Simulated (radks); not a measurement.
Results of a calculation; reference values are marked as such.
Sb II, configuration [Kr] 4d10 5s2 5p2. Code: a radial shooting solver on a logarithmic mesh with Libxc functionals. Model: scalar-relativistic Kohn-Sham, OLYP, spin-polarised, spherical densities, finite nucleus; open shells are filled with parallel spins first (spin-orbit coupling, left out, can overturn this in heavy ions); Fermi nuclear charge, rms radius 4.6802 fm.

Local quantities along the radius. ELF = 1/(1 + alpha^2) is the electron localisation function; alpha = (tau - tau_W)/tau_unif compares the Pauli kinetic energy density with that of the uniform gas (summed over spins). tau is taken from the large components.

r (bohr)    ELF    alpha
0.001835  0.999  0.02392
0.002507  0.999  0.02557
0.003425  0.999  0.02866
0.004679  0.999  0.03406
0.006393  0.998  0.04363
0.008664  0.996  0.06095
0.01184   0.991  0.09708
0.01617   0.969   0.1803
0.02209   0.866   0.3931
0.03018   0.550   0.9044
0.04123   0.319    1.461
0.05633   0.459    1.086
0.07695   0.720   0.6232
0.1051    0.706   0.6452
0.1436    0.378    1.283
0.1962    0.422    1.169
0.2681    0.741   0.5910
0.3633    0.661   0.7162
0.4963    0.189    2.072
0.678     0.614   0.7927
0.9263    0.749   0.5796
1.265     0.459    1.085
1.729     0.283    1.590
2.362     0.613   0.7946
3.227     0.692   0.6677
4.408     0.312    1.485
6.022     0.029    5.801
8.227     0.000    47.85

On this mesh the ELF has minima near r = 0.041, 0.17, 0.50, 1.7 bohr, which separate the shells, and maxima near 0.090 (0.76), 0.31 (0.76), 0.80 (0.76), 2.7 (0.72).
